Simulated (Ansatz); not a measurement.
Relaxation of H₃OSb (5 atoms, charge 0, multiplicity 1), to a largest force component of 0.015 eV/Å in at most 40 steps.

Theory: RKS PBE0-D4/def2-TZVP (Ansatz 0.2.0).

```xyz
5
Properties=species:S:1:pos:R:3:forces:R:3
O 0.748 -0.717 0.812 -0.74 -0.01 -1.46
Sb 0.106 0.242 -0.907 0.93 -0.03 1.26
H 0.391 -1.614 0.669 0.40 0.47 0.36
H -1.506 0.187 -0.420 -0.52 0.08 0.05
H 0.312 1.828 -0.196 -0.07 -0.51 -0.21
```

Where does it end, and by what steps?

The run converged. After 6 steps the energy has fallen by 0.170 eV; H3 moved furthest, 0.50 Å.

```tsv
step	energy less start (eV)	largest force component (eV/Å)	accepted
0	0.0000	1.456	yes
1	-0.1065	1.031	yes
2	-0.1390	0.776	yes
3	-0.1640	0.113	yes
4	-0.1682	0.101	yes
5	-0.1701	0.018	yes
6	-0.1702	0.001	yes
```

```xyz
5
Properties=species:S:1:pos:R:3
O 0.373 -0.787 0.847
Sb 0.020 0.164 -0.846
H 0.885 -1.580 0.671
H -1.639 0.424 -0.505
H 0.410 1.706 -0.209
```

Whether the end is a true minimum wasn't checked by a vibrational analysis.

Time of the run: 9.1 s on 2 threads of Arm Neoverse V1, on a shared host, peak memory 0.15 GiB.
